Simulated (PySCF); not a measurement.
C7H11NO.
Numbering: `[CH3:1][O:2][C@@H:3]1[CH2:4][CH2:5][CH2:6][C@H:7]1[C:8]#[N:9]` (hydrogens: H10, H11, H12 on C1; H13 on C3; H14, H15 on C4; H16, H17 on C5; H18, H19 on C6; H20 on C7)

Method used: PySCF 2.14.0, PBE0-D3(BJ)/def2-SVP geometry optimisation, gas phase.

Entries marked ? are missing. Bonds in one row agree within 0.01 Å.

```
            coordinate    value
                 C1–O2        ?
                 O2–C3  1.396 Å
                 C3–C4  1.535 Å
                 C4–C5  1.527 Å
                 C5–C6        ?
                 C6–C7  1.537 Å
                 C7–C8  1.454 Å
                 C8≡N9  1.158 Å
                 C3–C7        ?
C1–H10, C1–H11, C1–H12  1.104 Å
                C3–H13  1.107 Å
                C4–H14  1.101 Å
                C4–H15  1.098 Å
                C5–H16  1.102 Å
                C5–H17  1.099 Å
                C6–H18  1.099 Å
                C6–H19  1.102 Å
                C7–H20  1.104 Å
              C1–O2–C3   114.3°
              O2–C3–C4   109.6°
              O2–C3–C7   112.0°
              C4–C3–C7        ?
              C3–C4–C5        ?
              C4–C5–C6   103.1°
              C5–C6–C7        ?
              C6–C7–C8   114.5°
              C3–C7–C6   105.5°
              C3–C7–C8   114.3°
              C7–C8–N9   178.5°
```

Task: Fill in the missing values.

Result: 
- C1–O2 = 1.398 Å, drawn single (methoxy carbon to ether oxygen); 0.02 Å below the sum of covalent radii, 1.42 Å.
- C5–C6 = 1.524 Å, drawn single (both ends ring CH2 carbon); equal to the sum of covalent radii, 1.52 Å.
- C3–C7 = 1.567 Å, drawn single (sp3 carbon bound to oxygen to sp3 carbon next to a nitrile); 0.05 Å above the sum of covalent radii, 1.52 Å.
- C4–C3–C7 = 104.6°, at the sp3 carbon bound to oxygen, inside a 5-membered ring; the outer atoms are 2.455 Å apart.
- C3–C4–C5 = 106.3°, at the ring CH2 carbon, inside a 5-membered ring; the outer atoms are 2.451 Å apart.
- C5–C6–C7 = 102.5°, at the ring CH2 carbon, inside a 5-membered ring; the outer atoms are 2.386 Å apart.

Radii are Cordero's, carbon taken as 0.76, 0.73 or 0.69 Å for four, three, and two or fewer neighbours.

No frequency check. One conformer, not necessarily the lowest (C1–O2–C3–C4 -171°, O2–C3–C4–C5 -107°, C3–C4–C5–C6 -35°, C4–C5–C6–C7 43°, C5–C6–C7–C8 -161°).
